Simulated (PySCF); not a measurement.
Several species in one continuum solvent.

All values: wB97X-D/def2-SVPD (PySCF, non-relativistic), each on one gas-phase PBE0-D3(BJ)/def2-SVP geometry that isn't relaxed in the solvent. The solvent is an IEF-PCM continuum (van der Waals radii × 1.2). The model holds no explicit solvent molecules, cavitation or dispersion. Spin–orbit coupling is left out although an atom past zinc is present.

Question: Order them by E(solvent) − E(gas) in acetonitrile (ε = 35.69), most negative first (kcal/mol).
A. `[CH2:1]=[C:2]1[CH:3]=[C:4]([CH:5]([Cl:6])[Cl:7])[CH:8]=[C:9]1[Cl:10]` with C3–C4–C5–Cl6 118°
B. `C#C[C@H]1CC=C1C(Cl)(Cl)Cl`
C. `C=C1C=C(C=C1)C(Cl)(Cl)Cl`
D. `C[C](C)(C)[GeH2][GeH3]`

Answer: A (-5.5), B (-4.9), C (-4.2), D (-0.8).

```json
{"SMILES": "C=C1C=C(C(Cl)Cl)C=C1Cl", "charge": "0", "ΔE (kcal/mol)": "-5.5", "polarisation term (kcal/mol)": "-6.6", "HOMO shift (eV)": "+0.10", "dipole gas (D)": "3.06", "dipole solvent (D)": "4.42", "atoms": "15", "lowest singlet, gas (eV)": "3.34", "lowest singlet, solvent (eV)": "3.43"}
{"SMILES": "C#C[C@H]1CC=C1C(Cl)(Cl)Cl", "charge": "0", "ΔE (kcal/mol)": "-4.9", "polarisation term (kcal/mol)": "-5.7", "HOMO shift (eV)": "+0.05", "dipole gas (D)": "2.35", "dipole solvent (D)": "3.28", "atoms": "15", "lowest singlet, gas (eV)": "6.25", "lowest singlet, solvent (eV)": "6.19"}
{"SMILES": "C=C1C=CC(C(Cl)(Cl)Cl)=C1", "charge": "0", "ΔE (kcal/mol)": "-4.2", "polarisation term (kcal/mol)": "-5.0", "HOMO shift (eV)": "+0.07", "dipole gas (D)": "3.14", "dipole solvent (D)": "4.36", "atoms": "15", "lowest singlet, gas (eV)": "3.63", "lowest singlet, solvent (eV)": "3.71"}
{"SMILES": "C[C](C)(C)[GeH2][GeH3]", "charge": "0", "ΔE (kcal/mol)": "-0.8", "polarisation term (kcal/mol)": "-0.9", "HOMO shift (eV)": "+0.15", "dipole gas (D)": "0.97", "dipole solvent (D)": "1.27", "atoms": "20", "lowest singlet, gas (eV)": "7.09", "lowest singlet, solvent (eV)": "7.08"}
```

The polarisation term is half the interaction of the solute with the induced surface charges. Singlets are vertical TDDFT energies (frozen core, non-equilibrium response), the lowest in each medium.

wB97X-D is run here without its empirical dispersion term; that term would change no orbital, density or response property at a fixed geometry.
